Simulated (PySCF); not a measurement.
PySCF job for C₂H₇ClOSi, SMILES C[C@@H](O)[SiH2]Cl, PBE/pcSseg-1. The structure is a stationary point at r2SCAN-D4/def2-SVP. The structure was generated by enumeration; whether it is a known compound was not checked. The values are those of a single conformer.

```python
import numpy as np
from pyscf import gto, scf, dft
from pyscf.prop.nmr import rks as nmr

mol = gto.M(
    atom='''
    C    -2.33310856   -0.62287791    0.72285060
    C    -1.20879411    0.13771471    0.02599546
    O    -1.11880417    1.49041187    0.47231162
    Si    0.48236622   -0.71058510    0.21887578
    Cl    1.90359313    0.26110528   -0.93478230
    H    -2.12731906   -0.74985093    1.80067921
    H    -2.47684272   -1.62607815    0.28984806
    H    -3.27789935   -0.06383807    0.62608262
    H    -1.43426779    0.20468669   -1.05374958
    H    -0.93868157    1.47137359    1.42312976
    H     0.45516565   -2.14784085   -0.18267577
    H     0.88748407   -0.59136616    1.65215463
    ''',
    basis='pcSseg-1',
    charge=0,
    spin=0,
    max_memory=1600,
    verbose=3,
)
mf = dft.RKS(mol, xc='pbe')
mf.grids.level = 3
mf.conv_tol = 1e-10
mf.max_cycle = 100
mf.kernel()
n = nmr.NMR(mf)
n.verbose = 2
n.max_cycle_cphf = 60
sigma = n.kernel()
print('atom   isotropic/ppm   span/ppm')
for i, s in enumerate(sigma):
    w = np.linalg.eigvalsh((s + s.T) / 2)
    print(f'{mol.atom_symbol(i):2s}{i + 1:3d} {w.mean():14.3f} {w[2] - w[0]:11.3f}')
```

Program output:

```
converged SCF energy = -904.804823102033
atom   isotropic/ppm   span/ppm
C   1        158.892      43.441
C   2        112.163      64.598
O   3        267.336      78.193
Si  4        339.549     118.136
Cl  5        981.697     109.295
H   6         30.382       7.832
H   7         29.958      10.422
H   8         29.445       9.531
H   9         27.488       5.438
H  10         31.915      16.765
H  11         25.880       9.180
H  12         26.506       8.292
```

The calculation finished and met its thresholds.
